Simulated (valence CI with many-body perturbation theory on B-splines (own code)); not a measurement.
**Forbidden lines of Gd XXV**

Computed by relativistic CI+MBPT: four valence electrons over a frozen Dirac-Fock core [Kr], radial functions for each j: 7 s, 7 p, 8 d, 6 f, 4 g, 1 h, with the one-electron correlation potential Σ1 (screened to all orders), the two-electron term Σ2, the three-electron term Σ3, Breit, model QED; selected single and double excitations, second order for the rest, scaled by the run's own slope (own B-spline code, finite nucleus).

No measured spectrum was set against this ion. As an estimate, terms of the open shell hold to 2 to 4 % of their energy, and close levels can change places. The list stops below the first excitations out of the core.

Lines 1 to 50 of 120 in falling wavelength, among levels below 759920 cm⁻¹, chosen from the decays that carry over 1 % of a level's rate. Wavelengths and rates use the calculated energies, so an error of 3000 cm⁻¹ moves a line at 3248 nm by 97 % and its rate by three times that or more. Electric multipoles are in the length gauge, E1 and E2 with the static RPA response of the core. S is in atomic units (e²a₀⁴ for E2 and M2, e²a₀⁶ for E3), for M1 in squared Bohr magnetons. Weak lines are less certain than strong ones. Lines between different terms over intervals too small for the method are left out, as are lines whose strength nearly cancels. Intervals below about 3000 cm⁻¹, as at the head of this list, are uncertain by tens of per cent. The highest levels of a list are the least certain.

Levels are named by their leading jj configuration (3d3/2^4 stands for four electrons in 3d with j = 3/2), which in mixed levels can hold well under half, so a name can repeat and another be missing. Letters in brackets count levels of one name in rising energy.

```
λ vac (nm)                      Upper                      Lower  Type   A (s⁻¹)  S (a.u.)
      3248        (4d3/2^3 4d5/2) J=3        (4d3/2^3 4d5/2) J=4    M1  4.18e-01  3.72e+00
      1287        (4d3/2^3 4d5/2) J=4        (4d3/2^3 4d5/2) J=2    E2  3.98e-06  1.13e-02
      1249      (4d3/2^2 4d5/2^2) J=6      (4d3/2^2 4d5/2^2) J=5    M1  4.71e+00  4.43e+00
     921.8        (4d3/2^3 4d5/2) J=3        (4d3/2^3 4d5/2) J=2    M1  3.52e+01  7.15e+00
     666.6  (4d3/2^2 4d5/2^2) J=2 [b]      (4d3/2^2 4d5/2^2) J=1    M1  3.35e+01  1.84e+00
     598.3      (4d3/2^2 4d5/2^2) J=5  (4d3/2^2 4d5/2^2) J=4 [a]    M1  5.08e+01  4.43e+00
     578.9  (4d3/2^2 4d5/2^2) J=4 [b]      (4d3/2^2 4d5/2^2) J=5    M1  9.66e+00  6.25e-01
     436.8        (4d3/2^3 4d5/2) J=2        (4d3/2^3 4d5/2) J=1    M1  4.19e+02  6.47e+00
     373.8      (4d3/2^2 4d5/2^2) J=1  (4d3/2^2 4d5/2^2) J=0 [a]    M1  2.79e+02  1.62e+00
     364.5  (4d3/2^2 4d5/2^2) J=4 [b]  (4d3/2^2 4d5/2^2) J=3 [a]    M1  2.14e+02  3.46e+00
     345.4  (4d3/2^2 4d5/2^2) J=2 [d]  (4d3/2^2 4d5/2^2) J=2 [c]    M1  3.48e+01  2.66e-01
     334.3  (4d3/2^2 4d5/2^2) J=3 [b]  (4d3/2^2 4d5/2^2) J=3 [a]    M1  4.68e+01  4.54e-01
     331.1  (4d3/2^2 4d5/2^2) J=2 [b]  (4d3/2^2 4d5/2^2) J=2 [a]    M1  1.88e+02  1.26e+00
     315.0    (4d3/2 4d5/2^3) J=3 [c]    (4d3/2 4d5/2^3) J=2 [a]    M1  3.36e+02  2.72e+00
     294.2  (4d3/2^2 4d5/2^2) J=4 [b]  (4d3/2^2 4d5/2^2) J=4 [a]    M1  5.79e+01  4.92e-01
     274.3  (4d3/2^2 4d5/2^2) J=3 [b]  (4d3/2^2 4d5/2^2) J=4 [a]    M1  3.54e+01  1.89e-01
     272.2    (4d3/2 4d5/2^3) J=3 [b]    (4d3/2 4d5/2^3) J=3 [a]    M1  2.24e+02  1.17e+00
     268.8  (4d3/2^2 4d5/2^2) J=4 [a]        (4d3/2^3 4d5/2) J=3    M1  3.55e+02  2.30e+00
     265.7    (4d3/2 4d5/2^3) J=3 [a]  (4d3/2^2 4d5/2^2) J=4 [b]    M1  2.12e+02  1.03e+00
     264.3    (4d3/2 4d5/2^3) J=1 [b]        (4d3/2 4d5/2^3) J=0    M1  1.95e+02  4.00e-01
     248.2  (4d3/2^2 4d5/2^2) J=4 [a]        (4d3/2^3 4d5/2) J=4    M1  2.00e+03  1.02e+01
     245.6        (4d3/2^3 4d5/2) J=1              (4d3/2^4) J=0    M1  2.10e+03  3.45e+00
     238.5    (4d3/2 4d5/2^3) J=4 [a]      (4d3/2^2 4d5/2^2) J=5    M1  2.66e+02  1.20e+00
     234.0    (4d3/2 4d5/2^3) J=2 [a]  (4d3/2^2 4d5/2^2) J=2 [c]    M1  7.97e+02  1.89e+00
     233.6  (4d3/2^2 4d5/2^2) J=2 [c]      (4d3/2^2 4d5/2^2) J=1    M1  1.21e+02  2.86e-01
     228.5  (4d3/2^2 4d5/2^2) J=3 [a]        (4d3/2^3 4d5/2) J=3    M1  1.66e+03  5.14e+00
     227.4    (4d3/2 4d5/2^3) J=3 [b]  (4d3/2^2 4d5/2^2) J=2 [c]    M1  8.57e+01  2.62e-01
     215.2    (4d3/2 4d5/2^3) J=1 [b]  (4d3/2^2 4d5/2^2) J=2 [d]    M1  1.36e+03  1.50e+00
     214.4    (4d3/2 4d5/2^3) J=1 [a]  (4d3/2^2 4d5/2^2) J=2 [b]    M1  6.02e+02  6.60e-01
     213.5  (4d3/2^2 4d5/2^2) J=3 [a]        (4d3/2^3 4d5/2) J=4    M1  3.10e+01  7.84e-02
     206.2  (4d3/2^2 4d5/2^2) J=4 [c]  (4d3/2^2 4d5/2^2) J=3 [b]    M1  1.18e+02  3.46e-01
     205.6        (4d3/2 4d5/2^3) J=5  (4d3/2^2 4d5/2^2) J=4 [b]    M1  1.46e+03  5.18e+00
     196.2  (4d3/2^2 4d5/2^2) J=4 [c]  (4d3/2^2 4d5/2^2) J=4 [b]    M1  5.31e+01  1.34e-01
     192.0    (4d3/2 4d5/2^3) J=4 [a]  (4d3/2^2 4d5/2^2) J=3 [a]    M1  5.15e+02  1.22e+00
     185.5    (4d3/2 4d5/2^3) J=3 [c]  (4d3/2^2 4d5/2^2) J=4 [c]    M1  1.33e+03  2.20e+00
     183.7  (4d3/2^2 4d5/2^2) J=2 [a]        (4d3/2^3 4d5/2) J=2    M1  1.38e+03  1.58e+00
     183.1  (4d3/2^2 4d5/2^2) J=3 [a]        (4d3/2^3 4d5/2) J=2    M1  1.38e+03  2.20e+00
     176.8    (4d3/2 4d5/2^3) J=1 [b]    (4d3/2 4d5/2^3) J=1 [a]    M1  2.71e+02  1.67e-01
     176.2  (4d3/2^2 4d5/2^2) J=2 [d]  (4d3/2^2 4d5/2^2) J=2 [b]    M1  7.84e+02  7.95e-01
     175.8  (4d3/2^2 4d5/2^2) J=2 [d]  (4d3/2^2 4d5/2^2) J=3 [b]    M1  7.32e+02  7.37e-01
     175.4      (4d3/2^2 4d5/2^2) J=5        (4d3/2^3 4d5/2) J=4    M1  1.47e+03  3.24e+00
     172.7        (4d3/2 4d5/2^3) J=5      (4d3/2^2 4d5/2^2) J=6    M1  8.78e+02  1.85e+00
     172.4  (4d3/2^2 4d5/2^2) J=2 [c]  (4d3/2^2 4d5/2^2) J=2 [a]    M1  5.47e+02  5.20e-01
     170.5    (4d3/2 4d5/2^3) J=4 [a]  (4d3/2^2 4d5/2^2) J=4 [a]    M1  4.22e+03  6.98e+00
     164.7  (4d3/2^2 4d5/2^2) J=0 [b]    (4d3/2 4d5/2^3) J=1 [a]    M1  7.21e+02  1.19e-01
     162.2    (4d3/2 4d5/2^3) J=1 [a]      (4d3/2^2 4d5/2^2) J=1    M1  2.38e+03  1.13e+00
     161.0        (4d3/2 4d5/2^3) J=6      (4d3/2^2 4d5/2^2) J=6    M1  1.84e+03  3.71e+00
     153.8      (4d3/2^2 4d5/2^2) J=6        (4d3/2^3 4d5/2) J=4    E2  1.27e-01  1.27e-02
     153.7    (4d3/2 4d5/2^3) J=3 [a]  (4d3/2^2 4d5/2^2) J=3 [a]    M1  3.58e+03  3.37e+00
     153.3    (4d3/2 4d5/2^3) J=3 [a]  (4d3/2^2 4d5/2^2) J=2 [a]    M1  4.33e+03  4.05e+00
```
